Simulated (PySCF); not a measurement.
The dipole of `CC(=O)[C@@H](C)C(Cl)(Cl)Cl` from its density and from atomic charges.

Coordinates (GFN2-xTB, Å) and charges (e) from the PBE0/pcSseg-1 density (PySCF):

| atom | x | y | z | Mulliken | IAO | Hirshfeld | ESP-fitted |
| --- | --- | --- | --- | --- | --- | --- | --- |
| C1 | 2.059 | -0.741 | -0.089 | -0.2416 | -0.4771 | -0.1260 | -0.5304 |
| C2 | 0.807 | -0.188 | -0.701 | +0.2136 | +0.3917 | +0.1651 | +0.6758 |
| O3 | 0.654 | -0.011 | -1.877 | -0.3198 | -0.3854 | -0.2145 | -0.4662 |
| C4 | -0.291 | 0.174 | 0.322 | -0.2734 | -0.1671 | -0.0551 | +0.0831 |
| C5 | -0.685 | 1.640 | 0.136 | -0.1692 | -0.4208 | -0.1281 | -0.4594 |
| C6 | -1.485 | -0.757 | 0.133 | -0.3506 | +0.0318 | +0.1025 | -0.7556 |
| Cl7 | -0.947 | -2.455 | 0.272 | +0.0387 | -0.0492 | -0.0237 | +0.1133 |
| Cl8 | -2.270 | -0.551 | -1.437 | +0.0748 | -0.0079 | -0.0080 | +0.1706 |
| Cl9 | -2.696 | -0.476 | 1.413 | +0.0431 | -0.0455 | -0.0267 | +0.1193 |
| H10 | 2.790 | -0.959 | -0.864 | +0.1436 | +0.1686 | +0.0542 | +0.1553 |
| H11 | 2.472 | -0.020 | 0.614 | +0.1397 | +0.1618 | +0.0575 | +0.1371 |
| H12 | 1.824 | -1.651 | 0.460 | +0.1495 | +0.1700 | +0.0453 | +0.1416 |
| H13 | 0.082 | 0.011 | 1.337 | +0.1475 | +0.1580 | +0.0414 | +0.1474 |
| H14 | 0.163 | 2.275 | 0.378 | +0.1264 | +0.1513 | +0.0488 | +0.1332 |
| H15 | -0.970 | 1.820 | -0.897 | +0.1453 | +0.1647 | +0.0341 | +0.1697 |
| H16 | -1.515 | 1.898 | 0.788 | +0.1325 | +0.1552 | +0.0331 | +0.1650 |

Problem. Form Σ q r in debye for every column and set it beside the full dipole.

Solution. The full density gives (1.88, 1.03, 2.41) D, 3.23 D in size; dipole vectors point from the negative to the positive end.

| scheme | μx | μy | μz | size (D) | share of the full size (%) | angle to the full dipole (°) |
| --- | --- | --- | --- | --- | --- | --- |
| Mulliken | 2.73 | 1.65 | 2.54 | 4.08 | 126 | 10 |
| IAO | 1.83 | 0.88 | 2.85 | 3.50 | 108 | 6 |
| Hirshfeld | 0.49 | -0.23 | 1.55 | 1.64 | 51 | 33 |
| ESP-fitted | 1.89 | 1.04 | 2.44 | 3.26 | 101 | 0 |

Problem. Which set comes closest?

Solution. Length of the difference vector: ESP-fitted 0.03 D, IAO 0.46 D, Mulliken 1.06 D, Hirshfeld 2.07 D. Closest: ESP-fitted. ESP charges are fitted to the potential around the molecule, whose slowest-falling term is the dipole's. The schemes that divide the density aren't constrained to reproduce the dipole.

Problem. What is left for the Hirshfeld atoms' own dipoles?

Solution. The shares of the density sum to the whole, so what Σ q r misses lies in dipoles about the nuclei. The atomic dipoles sum to (1.88, 1.03, 2.41) − (0.49, -0.23, 1.55) = (1.39, 1.26, 0.86) D, 2.07 D in size.

Problem. With the origin at the mean of the coordinates, (0.000, 0.001, -0.001) Å, which are the largest single terms, by size, of the IAO dipole along the direction of the full one?

Solution. C1 -2.06, O3 +1.89, H11 +1.47, H14 +0.80, H13 +0.80 D; all 16 atoms together +3.48 D. The single terms depend on the origin, their sum doesn't.

Problem. Give the size of the full dipole in other units.

Solution. 3.23 D = 1.270 au = 0.672 e·Å = 10.77 × 10⁻³⁰ C·m.

Geometry: GFN2-xTB, one conformer, isolated molecule.

Shape of the structure used: `[CH3:1][C:2](=[O:3])[C@@H:4]([CH3:5])[C:6]([Cl:7])([Cl:8])[Cl:9]`: C1–C2–C4–C5 124°, C2–C4–C6–Cl7 56°.
